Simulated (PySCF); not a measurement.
Ga(H)(Br)(OMe) (CH4BrGaO), SMILES C[O][GaH][Br]. Geometry optimised at PBE0-D3(BJ)/def2-SVP. Other conformers were not sampled.

Calculation: PBE0-D3(BJ)/def2-SVP in PySCF 2.14.0.

Harmonic wavenumbers (cm⁻¹): 88, 102, 139, 268, 308, 449, 589, 632, 1163, 1180, 1210, 1471, 1472, 1477, 2072, 3011, 3099, 3107. Rotational constants (GHz): 4.874, 1.579, 1.202; symmetry number 1.

Q: Work out the zero-point energy and the ideal-gas rigid-rotor harmonic-oscillator thermochemistry at 298.15 K and 1 atm.

A: ZPE = ½ Σ hcν = ½ × 21838 cm⁻¹ = 31.22 kcal/mol. H − E(el) = 35.89 kcal/mol. Entropy in cal/(mol K): translation 41.50, rotation 27.94, vibration 14.76, total 84.20. G − E(el) = 10.79 kcal/mol. Cp = 21.44 cal/(mol K). Modes under 150 cm⁻¹ make the vibrational entropy uncertain.
